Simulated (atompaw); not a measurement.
**What one change does to a pseudopotential (N (Z = 7), PAW (atompaw))**

N (Z = 7), PAW, made with atompaw 4.2.0.5 (PBEsol, scalar-relativistic). Core [He], reference 2s2 2p3. Waves: 2s (bound): rc 2.70 bohr; 2s channel at -1 Ry: rc 2.70 bohr; 2p (bound): rc 2.70 bohr; 2p channel at 0.25 Ry: rc 2.70 bohr; 3d channel at 0.45 Ry: rc 2.70 bohr; 3d channel at 1.35 Ry: rc 2.50 bohr. Local part: troulliermartins scheme with l = 3 at -0.5 Ry, radius 2.60 bohr. Core correction: smooth core density matched at 2.05 bohr. Augmentation charge: besselshape compensation charge, radius 2.55 bohr; PAW radius 2.70 bohr; waves and projectors: custom polynom2 7 10 vanderbiltortho.

All-electron outer shells of the reference configuration (PBEsol, scalar-relativistic, ld1.x):

| shell | level (eV) | outermost node (bohr) | outermost maximum (bohr) |
| --- | --- | --- | --- |
| 1s | -383.09 | – | 0.15 |
| 2s | -18.46 | 0.32 | 1.02 |
| 2p | -7.04 | – | 0.98 |

Change: augmentation besselshape compensation charge, radius 2.55 bohr; PAW radius 2.70 bohr; waves and projectors: custom rrkj gramschmidtortho.

Cutoffs: the cutoffs (Ry, on a coarse ladder) from which the occupation-weighted sum of valence levels, in a spherical-Bessel basis at the reference potential, stays within 10 and 1 mRy of its value at 400 Ry; they do not see the model core or the augmentation charge, which bear on the density cutoff.

Task: What does the change do?

Result: The potential gets softer (15 Ry and 35 Ry → 8 Ry and 12 Ry); the range in which the s phases agree narrows (upper end at the end of the scan → 0.5); the range in which the p phases agree widens (upper end 1.2 → at the end of the scan); neither file shows a bound ghost.

```csv
quantity,base,changed
"cutoff, loose",15 Ry,8 Ry
"cutoff, tight",35 Ry,12 Ry
loose cutoff by channel (10 mRy a level),"s 8 Ry, p 10 Ry","s 6 Ry, p 6 Ry"
bound ghosts,none,none
s: phases at 2.71 bohr within 0.05 rad from the reference energy up to (Ry; the scan ends near 5),to the end of the scan,0.5
p: phases at 2.71 bohr within 0.05 rad from the reference energy up to (Ry; the scan ends near 5),1.2,to the end of the scan
d: phases at 2.71 bohr within 0.05 rad from the reference energy up to (Ry; the scan ends near 5),2.6,4.4
lowest overlap eigenvalue by channel,"s 0.82, p 0.94, d 1.00","s 0.12, p 0.17, d 0.43"
```

 The cutoffs see the waves, projectors and local potential, not the compensation charge or the core.
